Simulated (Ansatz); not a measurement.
Consider the hydrogenolysis of the Si–O bond: `N[SiH](O)C=S` + H₂ → `N[SiH2]C=S` + H₂O.

Isolated molecules relaxed with PBE0-D4/def2-TZVP in Ansatz; ΔE leaves out vibrations. CBS: MP2 limit from def2 TZ/QZ plus the TZ coupled-cluster correction, frozen cores. This one scheme is used for every species. DFT in def2-TZVPP. One conformer a species, not always the lowest.

| species | LDA (SPW92) energy (Eh) |
| --- | --- |
| `N[SiH](O)C=S` | -855.04091 |
| H₂ | -1.13685 |
| `N[SiH2]C=S` | -780.24414 |
| H₂O | -75.90194 |

**Question.** Work out ΔE.

**Answer.** ΔE = (-780.24414) + (-75.90194) − (-855.04091) − (-1.13685) = 0.03168 Eh = +83.2 kJ/mol. CCSD(T)/CBS gives +89.1 kJ/mol.

Largest T1 diagnostic among the species: 0.014.

At CCSD(T), def2-SVP lies −11.7 kJ/mol from the extrapolated value and def2-TZVPP +1.1 kJ/mol. In def2-TZVPP, CCSD(T) changes the Hartree–Fock value by +4.0 kJ/mol (the triples alone add +2.1 kJ/mol) and MP2 by +9.2 kJ/mol. The D4 term adds +4.8 kJ/mol with B3LYP and +2.8 kJ/mol with PBE0; it sums over pairs of atoms, weighted by their polarisabilities, and B3LYP, whose exchange is more repulsive, gets the larger term.

B3LYP here is the variant with VWN-RPA as its local correlation; programs differ in this.
